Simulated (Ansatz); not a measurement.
Cl2H3NOTi, SMILES `[NH2][Ti]([OH])([Cl])[Cl]`. Total charge 0; spin multiplicity 1. Correlated methods include outer-core shells of Ti, which these sets cover unevenly. Scalar relativity is left out up to krypton.

```tsv
atom	x (Å)	y (Å)	z (Å)
N1	-1.3779	-0.2596	0.2862
Ti2	0.3150	0.3602	-0.1211
O3	1.3771	-1.0372	-0.0505
Cl4	0.3029	1.2811	-2.1278
Cl5	0.9057	1.9119	1.3344
H6	-1.5925	-1.2237	0.4999
H7	-2.2062	0.3194	0.3249
H8	2.2758	-1.3522	-0.1460
```

(1) Give the diagnostics of a CCSD(T)/def2-TZVPP run (frozen core, the Gaussian-basis code of Ansatz). (Best estimate.)

Results:

(1) The calculation gave: T1 = 0.0243, largest single amplitude 0.056, largest double 0.028, (T) share of the correlation energy 5.2 %, 14 CCSD cycles. The RHF solution is stable towards an unrestricted one. T1 lies over the customary mark of 0.02 for closed shells; compounds of d metals often pass it without a breakdown.
